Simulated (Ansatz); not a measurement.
Cl₂H₂O₂Si, SMILES O[Si](O)(Cl)Cl.

Geometry: PBE0-D3(BJ)/def2-SVP. Other conformers were not sampled.

Two levels are set side by side: PBE/def2-SVPD (Ansatz, a quantum-chemistry and plane-wave program) and CAM-B3LYP/def2-SVPD (Ansatz). Energy differences of separate SCF runs at the same geometry; the states with an electron removed or added have multiplicity 2 and 2. Differences are taken from unrounded values.

```
quantity                           CAM-B3LYP    PBE  PBE minus CAM-B3LYP
---------------------------------  ---------  -----  -------------------
vertical ionisation energy (eV)        11.83  10.80                -1.03
vertical singlet–triplet gap (eV)       7.97   6.61                -1.35
```
